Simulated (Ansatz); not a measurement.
```yaml
crystal:
  periodic: [false, false, false]
  atoms:
    - {symbol: C, position_ang: [1.359152, 2.475435, 1.309781]}
    - {symbol: C, position_ang: [0.917648, 1.644078, 0.913097]}
    - {symbol: In, position_ang: [-0.378940, -0.203943, -0.187015]}
    - {symbol: C, position_ang: [-1.305093, -1.201718, 1.248049]}
    - {symbol: C, position_ang: [1.792712, 3.223900, 2.204250]}
    - {symbol: H, position_ang: [1.742712, 3.173900, 1.904250]}
    - {symbol: H, position_ang: [-0.987642, -1.555923, 2.288329]}
    - {symbol: H, position_ang: [-2.125573, -1.805599, 0.423115]}
    - {symbol: H, position_ang: [-2.639709, -0.271813, 1.347967]}
    - {symbol: H, position_ang: [1.933415, -0.400393, -2.144132]}
    - {symbol: H, position_ang: [0.155501, 0.291155, -2.742826]}
    - {symbol: H, position_ang: [0.172276, -1.262614, -2.540028]}
basis:
  gaussian: {orbitals: def2-TZVP}
magnetization: {spin_polarized: true, initial_magnetization: 2}
hamiltonian: {xc: {name: PBE0}, dispersion: d3bjatm, pseudopotentials: {relativity: none}}
output: {forces: true}
```

```sh
$ ansatz run in.yaml --threads 4 --pin off --events-out ev --progress --plain --max-ram 10444MiB
```

It prints (some lines left out):

```
Functional definition: PBE0
1509 factors; their error is unknown
mean field evaluation 1: about -9198.7251 eV, gradient 1.2e2 eV
mean field evaluation 2: about -8103.9757 eV, gradient 2.0e2 eV
mean field evaluation 4: about -9264.4231 eV, gradient 6.9e1 eV
mean field evaluation 8: about -9316.8640 eV, gradient 4.7e0 eV
mean field evaluation 16: about -9316.9877 eV, gradient 8.6e-2 eV
mean field evaluation 32: about -9317.7722 eV, gradient 2.4e-5 eV
mean field -9318.05626453 eV, -342.4322517161 hartree, gradient 8.1e-6 eV, S^2 3.135379; 7 other end points of the search recorded, 0 dependent functions left out
reference -9318.05631068 eV, -342.4322534122 hartree; 27, 25 occupied and 189, 191 virtual orbitals, 1509 factors
Total energy: -9318.30542758 eV, -342.4414082891 hartree
Atom 0 at     1.359152     2.475435     1.309781 Å, force    14.437221    26.752974    15.186872 eV/Å
Atom 1 at     0.917648     1.644078     0.913097 Å, force   -17.350694   -32.219535   -17.558022 eV/Å
Atom 2 at    -0.378940    -0.203943    -0.187015 Å, force     2.521085     4.450282    -1.013281 eV/Å
Atom 3 at    -1.305093    -1.201718     1.248049 Å, force    -7.200496    -0.826725    -0.266089 eV/Å
Atom 4 at     1.792712     3.223900     2.204250 Å, force    95.511539    96.178677   568.844453 eV/Å
Atom 5 at     1.742712     3.173900     1.904250 Å, force   -93.438345   -92.156928  -567.338647 eV/Å
Atom 6 at    -0.987642    -1.555923     2.288329 Å, force    -0.849764     0.183891    -1.752198 eV/Å
Atom 7 at    -2.125573    -1.805599     0.423115 Å, force     2.623751     0.339760     3.262073 eV/Å
Atom 8 at    -2.639709    -0.271813     1.347967 Å, force     3.823394    -1.827893     0.170868 eV/Å
Atom 9 at     1.933415    -0.400393    -2.144132 Å, force     0.283993    -0.367667     0.167887 eV/Å
Atom 10 at     0.155501     0.291155    -2.742826 Å, force    -0.920499    -2.184913     1.328570 eV/Å
Atom 11 at     0.172276    -1.262614    -2.540028 Å, force     0.558815     1.678078    -1.032486 eV/Å
Dipole moment:    -0.864680    -1.332753    -0.925309 e Å
```

**Question.** Something in this input is off. What?

**Answer.** One atom was put on top of another. The run converged. The result belongs to that input, not to the molecule as meant.
